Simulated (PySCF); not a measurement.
Computed shifts of a molecule C₂H₄ClNSi, PBE0/pcSseg-1 in PySCF, GIAO, gas phase, atoms alike by connectivity averaged where their shifts nearly agree, in ppm (number of nuclei): ¹⁵N: 312.7 (1). ¹³C: 122.8 (1), 8.1 (1). ²⁹Si: -5.1 (1). ¹H: 5.51 (1), 5.34 (1), 2.22 (1), 1.88 (1). References: ¹⁵N against NH3 (σ = 267.4 ppm); ¹³C against TMS (σ = 186.3 ppm); ²⁹Si against TMS (σ = 352.7 ppm); ³⁵Cl against HCl (σ = 945.9 ppm); ¹H against TMS (σ = 31.56 ppm), references at their B3LYP-D3(BJ)/def2-TZVP geometries, non-relativistic (without spin–orbit terms, shifts of atoms bonded to Cl or Br come out too high). Geometry optimised at r2SCAN-D4/def2-SVP. Other conformers were not sampled.

Question: Which molecule gave these data?
A) C#C[Si@@H](N)Cl
B) Cl[Si@H]1C=NC1
C) N#CC[SiH2]Cl

Answer: C, N#CC[SiH2]Cl
